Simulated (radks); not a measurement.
Effect of the nuclear size on the iron ion Fe+, [Ar] 3d6 4s1. Calculated with a radial shooting solver on a logarithmic mesh with Libxc functionals: Dirac Kohn-Sham, relativistic LDA (MacDonald-Vosko exchange, VWN5 correlation), spin-unpolarised, spherical densities, finite nucleus; open shells fill j = l - 1/2 first; Fermi nuclear charge, rms radius 3.7377 fm. The rms radius is varied about that value; shifts are against it.

rms radius (fm)  total energy shift (eV)  density at nucleus (e/bohr^3)  1s1/2 shift (meV)  2s1/2 shift (meV)  3s1/2 shift (meV)
3.0948                           -0.0346                      1.507e+04              -14.6              -1.32             -0.190
3.5732                          -0.00944                      1.498e+04              -3.99             -0.360             -0.052
3.7377                                 0                      1.495e+04              0.000              0.000              0.000
3.962                             0.0135                      1.491e+04               5.72              0.516              0.074
4.5787                            0.0546                      1.482e+04               23.1               2.08              0.300

Slopes of the eigenvalues against <r^2> in GHz/fm^2, as finite differences over the two radii next to the reference (eigenvalue slopes, not the field-shift constants of lines): 1s1/2 802, 2s1/2 72.4, 3s1/2 10.4.
